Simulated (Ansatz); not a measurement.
## Ligand exchange: GaH2Br + GeH3(NH2) → GaH2(NH2) + GeH3Br

Species: GaH2Br `[GaH2][Br]`, singlet; GeH3(NH2), singlet; GaH2(NH2), singlet; GeH3Br `[GeH3][Br]`, singlet. The partners trade Br for NH2: Ga–Br and Ge–NH2 bonds give way to Ga–NH2 and Ge–Br.

Shapes, held fixed at every level: PBE0-D4/def2-TZVP. Programs: Ansatz 0.2.0. The zero-point and thermal change to 298 K, harmonic and unscaled (PBE0-D4/def2-TZVP), is -0.2 kJ/mol.

| level | kind | ΔH(298 K) (kJ/mol) | less CCSD(T)/def2-TZVPP | CPU time (sum over the molecules) |
| --- | --- | --- | --- | --- |
| HF/def2-SVP | Hartree–Fock | +13.3 | +9.3 | – |
| r2SCAN-D4/def2-TZVPP | meta-GGA | +1.8 | -2.2 | 19 s |
| B3LYP-D4/def2-TZVPP | global hybrid | +2.0 | -2.0 | 14 s |
| PBE0-D4/def2-TZVPP | global hybrid | +3.6 | -0.4 | 10 s |
| wB97M-V/def2-TZVPP | range-separated hybrid | +3.1 | -0.9 | 41 s |
| CCSD(T)/def2-SVP | coupled cluster or CI | +3.3 | -0.7 | 12 s |
| CCSD(T)/def2-TZVPP | coupled cluster or CI | +4.0 | 0.0 | 1.8 min |

The highest level, CCSD(T)/def2-TZVPP, gives ΔH(298 K) = +4.0 kJ/mol; the levels span +1.8 to +13.3. That is about zero within the method's error. The column of differences is taken from that level and isn't an error. No measured value is set beside it here. Relativity is left out for Br, Ga, Ge unless named. Correlated rows may include outer-core shells of Br, Ga, Ge, which these sets cover unevenly. Times are processor times on shared x86 and Arm servers, and rough.
